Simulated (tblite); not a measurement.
Isomers of [C6H13NP]+ (charge +1). Method: GFN2-xTB as coded in tblite; computed harmonic values from a numerical Hessian at the method's own geometry, unscaled. Against measured fundamentals such values can be off by several per cent, at times by over 20. Modes of hydrogen on phosphorus can be 10 to 20 % off. One conformer each.

Electronic energies: GFN2-xTB at the same geometries; isomer energies are rough at this level and their order can be wrong.

```csv
SMILES,"electronic energy, lowest = 0 (kcal/mol)"
CN[P+]1(C)CC=CC1,0.0
CC(C)[P@@H+](C)CC#N,31.0
CC[P+]1(N(C)C)C=C1,60.4
CCCC[PH2+]CC#N,41.9
```

Q: How do GFN2-xTB zero-point energies change the relative energies?

A: 
```json
{"SMILES": "CN[P+]1(C)CC=CC1", "ZPE (kcal/mol)": "110.9", "of it from modes above 1550 cm⁻¹": "58.9", "electronic (kcal/mol)": "0.0", "with ZPE, lowest = 0 (kcal/mol)": "0.0", "lowest mode (cm⁻¹)": "11i", "rings": "1"}
{"SMILES": "CC(C)[P@@H+](C)CC#N", "ZPE (kcal/mol)": "109.0", "of it from modes above 1550 cm⁻¹": "58.3", "electronic (kcal/mol)": "31.0", "with ZPE, lowest = 0 (kcal/mol)": "29.2", "lowest mode (cm⁻¹)": "39", "rings": "0"}
{"SMILES": "CCCC[PH2+]CC#N", "ZPE (kcal/mol)": "109.4", "of it from modes above 1550 cm⁻¹": "57.2", "electronic (kcal/mol)": "41.9", "with ZPE, lowest = 0 (kcal/mol)": "40.4", "lowest mode (cm⁻¹)": "45", "rings": "0"}
{"SMILES": "CC[P+]1(N(C)C)C=C1", "ZPE (kcal/mol)": "110.1", "of it from modes above 1550 cm⁻¹": "58.4", "electronic (kcal/mol)": "60.4", "with ZPE, lowest = 0 (kcal/mol)": "59.6", "lowest mode (cm⁻¹)": "46", "rings": "1"}
```

The zero-point energies span 1.9 kcal/mol, from `CC(C)[P@@H+](C)CC#N` to `CN[P+]1(C)CC=CC1`. Slightly imaginary modes are left out of the zero-point energy: `CN[P+]1(C)CC=CC1` 11.2i cm⁻¹. The order is unchanged.

Q: What do entropy and thermal enthalpy add at 298.15 K and 1 bar (rigid rotor, harmonic oscillator, one conformer each)?

A: 
```csv
SMILES,point group,symmetry number,S (cal/(mol K)),H − H(0) (kcal/mol),ZPE + H − H(0) − TS (kcal/mol)
CC(C)[P@@H+](C)CC#N,C1,1,105.4,7.82,85.4
CCCC[PH2+]CC#N,C1,1,103.7,7.42,85.9
CC[P+]1(N(C)C)C=C1,C1,1,104.7,7.82,86.7
```

Not tabulated: `CN[P+]1(C)CC=CC1` (lowest mode only 11i cm⁻¹).
